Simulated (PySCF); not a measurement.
Compound: C₂H₇OPSi.
Atom-mapped SMILES: `[CH2:1]=[CH:2][Si@@H:3]([OH:4])[PH2:5]` (hydrogens: H6, H7 on C1; H8 on C2; H9 on Si3; H10 on O4; H11, H12 on P5)

Computed, not measured: TDDFT CAM-B3LYP/def2-SVPD, vertical, gas phase, core orbitals frozen in the response in PySCF. Geometry: GFN2-xTB, one conformer, isolated molecule. Torsions of this conformer, `[CH2:1]=[CH:2][Si@@H:3]([OH:4])[PH2:5]`: C1–C2–Si3–O4 11°, H–O4–Si3–C2 69°, H–P5–Si3–C2 159°, H–P5–Si3–C2 66°.

```csv
state,E (eV),ν̃ (cm⁻¹),f,|μ| (D),"main configurations (H = HOMO, L = LUMO)"
S1,6.13,49480,0.030,1.13,"H→L (70%), H-2→L (13%)"
S2,6.37,51370,0.012,0.70,H→L+1 (68%)
S3,6.59,53120,0.0016,0.25,"H-2→L (64%), H→L (14%)"
S4,7.07,56980,0.101,1.94,"H→L+2 (71%), H-1→L (10%)"
S5,7.16,57730,0.045,1.29,"H→L+3 (42%), H-1→L+1 (19%), H-1→L (12%)"
S6,7.26,58570,0.561,4.51,"H-1→L (63%), H→L+2 (12%), H→L+3 (10%)"
S7,7.37,59460,0.051,1.36,"H-2→L+1 (48%), H-1→L+1 (18%), H→L+3 (8%)"
S8,7.48,60310,0.078,1.66,"H-1→L+1 (42%), H-2→L+1 (29%)"
```

Triplets, Tamm–Dancoff:

```tsv
state	E (eV)	λ (nm)	main configurations (H = HOMO, L = LUMO)
T1	4.31	287.7	H-1→L (64%), H→L (12%)
T2	5.61	221.1	H→L+1 (56%), H→L+4 (19%)
T3	5.69	218.0	H→L (43%), H→L+3 (15%), H→L+5 (14%)
```

The lowest singlet lies at 6.13 eV (202 nm, ultraviolet) and is weak; its leading configuration is HOMO→LUMO (70%). The most intense listed level is S6 at 7.26 eV (171 nm, f = 0.561), 1.13 eV above S1. Löwdin shares by element: HOMO phosphorus 56%, silicon 15%, hydrogen 11% or more (atoms not listed hold the other 17%); LUMO carbon 55%, silicon 14%, phosphorus 7% (atoms not listed hold the other 24%). The listed states span 1.34 eV, and the widest gap between neighbours is 0.48 eV (S3 to S4). The oscillator strengths of these states sum to 0.880; summed over the whole spectrum of an exact calculation they would give the number of electrons, 56 (Thomas–Reiche–Kuhn). Orbital energies (eV): HOMO-3 -10.77, HOMO-2 -9.81, HOMO-1 -9.50, HOMO -8.61, LUMO 0.47, LUMO+1 0.75, LUMO+2 1.56. Singlets were solved by full linear response, triplets in the Tamm–Dancoff approximation.
